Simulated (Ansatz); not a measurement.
H2AlS, SMILES `[AlH-][SH]` (lower singlet; H–Al–S–H torsion 0°) (charge -1, multiplicity 1). This singlet lies 1.09 eV below the relaxed triplet at the level frozen-core CCSD(T)/aug-cc-pVTZ // B3LYP-D3(BJ)/def2-TZVPD (Ansatz, a quantum-chemistry and plane-wave program).

Cartesian coordinates (Å):
```xyz
4

Al     1.1296     0.8858    -0.0930
S     -1.2328     0.6131     0.1067
H      1.4422    -0.7716    -0.1273
H     -1.3391    -0.7273     0.1137
```
Charge -1, spin multiplicity 1.

Frozen-core energies in aug-cc-pVTZ from Ansatz at a geometry from B3LYP-D3(BJ)/def2-TZVPD; the HF reference has <S^2> = 0.00 (restricted, and unstable towards unrestricted orbitals) and the T1 diagnostic is 0.016.

| level | energy (Ha) |
|---|---|
| HF | -640.66761 |
| MP2 | -640.94086 |
| CCSD | -640.97497 |

Q: Estimate the energies of CCSD(T), CCSDT and CCSDT(Q), and give each level's difference from CCSDT(Q).

A: 
| level | energy (Ha) | difference from CCSDT(Q) (mHa) |
|---|---|---|
| MP2 | -640.94086 | 50.29 |
| CCSD | -640.97497 | 16.18 |
| CCSD(T) | -640.98919 | 1.97 |
| CCSDT | -640.99030 | 0.85 |
| CCSDT(Q) | -640.99115 | 0.00 |
